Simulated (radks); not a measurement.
Cs I, configuration [Xe] 6s1. Calculated with a radial shooting solver on a logarithmic mesh with Libxc functionals: scalar-relativistic Kohn-Sham, LDA (Slater exchange, VWN5 correlation), spin-polarised, spherical densities, finite nucleus; open shells are filled with parallel spins first (spin-orbit coupling, left out, can overturn this in heavy ions); Fermi nuclear charge, rms radius 4.8041 fm; hard spherical wall at 8 bohr.

Local quantities along the radius. ELF = 1/(1 + alpha^2) is the electron localisation function; alpha = (tau - tau_W)/tau_unif compares the Pauli kinetic energy density with that of the uniform gas (summed over spins). tau is taken from the large components.

```
   r/bohr * ELF (the largest magnitude, 0.999, reaches the edge; | marks zero)
 0.002162 |                                                      *
 0.002497 |                                                      *
 0.002884 |                                                      *
 0.003331 |                                                      *
 0.003847 |                                                      *
 0.004442 |                                                      *
  0.00513 |                                                      *
 0.005925 |                                                      *
 0.006843 |                                                      *
 0.007903 |                                                      *
 0.009127 |                                                      *
  0.01054 |                                                      *
  0.01217 |                                                     *
  0.01406 |                                                     *
  0.01624 |                                                   *
  0.01875 |                                                 *
  0.02165 |                                            *
  0.02501 |                                    *
  0.02888 |                          *
  0.03335 |                   *
  0.03852 |                 *
  0.04449 |                  *
  0.05138 |                        *
  0.05933 |                                *
  0.06852 |                                      *
  0.07914 |                                        *
  0.09213 |                                       *
   0.1064 |                                 *
   0.1229 |                       *
   0.1419 |                 *
   0.1639 |                   *
   0.1893 |                           *
   0.2186 |                                    *
   0.2524 |                                         *
   0.2915 |                                        *
   0.3367 |                               *
   0.3889 |                *
   0.4491 |          *
   0.5186 |                  *
    0.599 |                                  *
   0.6917 |                                         *
   0.7989 |                                        *
   0.9226 |                                *
    1.065 |                    *
    1.231 |              *
    1.421 |                  *
    1.641 |                               *
    1.895 |                                        *
    2.189 |                                         *
    2.528 |                                   *
     2.92 |                       *
    3.372 |             *
    3.894 |              *
    4.497 |                             *
    5.194 |                                               *
    5.998 |                                                    *
    6.927 |                                                     *
```

On this mesh the ELF has minima near r = 0.039, 0.14, 0.45, 1.2, 3.4 bohr, which separate the shells, and maxima near 0.0011 (1.00), 0.079 (0.75), 0.25 (0.75), 0.69 (0.76), 2.2 (0.77).

Self-consistent cycle (total energy in hartree, residual of the potential): 1: -7780.190230, 2e+00; 2: -7780.418562, 1e+00; 3: -7780.526363, 3e-01; 4: -7780.536448, 7e-03; 5: -7780.536572, 2e-03; 6: -7780.536631, 2e-04; 7: -7780.536612, 8e-05; 8: -7780.536611, 2e-06; 9: -7780.536611, 3e-07; 10: -7780.536611, 7e-08; 11: -7780.536611, 4e-08; 12: -7780.536611, 2e-08; 13: -7780.536611, 5e-10.
